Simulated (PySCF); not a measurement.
## Relaxation of singlet SbCl₄⁺

All numbers come from PySCF, B3LYP, basis Sb def2-SVP with ECP28, Cl def2-SVP (scalar-relativistic core potentials, no spin–orbit coupling, density fitting). A (50,194) grid was used.

A hand-made tetrahedral start, of Td symmetry, held to at least that symmetry:

Coordinates in bohr (charge 1 multiplicity 1):
```
Sb    0.0000    0.0000    0.0000
Cl    3.6139   -0.0001    2.5554
Cl   -3.6139    0.0000    2.5554
Cl    0.0001    3.6140   -2.5553
Cl   -0.0001   -3.6138   -2.5555
```

At each step, columns x, y, z (Å) and Fx, Fy, Fz (eV/Å):

```
step 0  E − E(last) = 6.64 kJ/mol
Sb   0.000   0.000   0.000   0.000   0.000   0.000
Cl   1.912   0.000   1.352  -0.583   0.000  -0.406
Cl  -1.912   0.000   1.352   0.583   0.000  -0.406
Cl   0.000   1.912  -1.352   0.000  -0.583   0.406
Cl   0.000  -1.912  -1.352   0.000   0.583   0.406
step 1  E − E(last) = 0.42 kJ/mol
Sb   0.000   0.000   0.000   0.000   0.000   0.000
Cl   1.884   0.000   1.332  -0.155   0.000  -0.105
Cl  -1.884   0.000   1.332   0.155   0.000  -0.105
Cl   0.000   1.884  -1.332   0.000  -0.155   0.105
Cl   0.000  -1.884  -1.332   0.000   0.155   0.105
step 2  E − E(last) = 0.01 kJ/mol
Sb   0.000   0.000   0.000   0.000   0.000   0.000
Cl   1.873   0.000   1.325   0.016   0.000   0.016
Cl  -1.873   0.000   1.325  -0.016   0.000   0.016
Cl   0.000   1.873  -1.325   0.000   0.016  -0.016
Cl   0.000  -1.873  -1.325   0.000  -0.016  -0.016
step 3  E − E(last) = 0.00 kJ/mol
Sb   0.000   0.000   0.000   0.000   0.000   0.000
Cl   1.874   0.000   1.325  -0.003   0.000   0.003
Cl  -1.874   0.000   1.325   0.003   0.000   0.003
Cl   0.000   1.874  -1.325   0.000  -0.003  -0.003
Cl   0.000  -1.874  -1.325   0.000   0.003  -0.003
```

It ends at Td with Sb–Cl 2.296 Å (×4); Cl–Sb–Cl 109.5° (×6). The frequency run here used a shortcut that can spoil soft modes, so no verdict on minimum or saddle point is given.

The relaxation took roughly 50 core-seconds on a shared host.
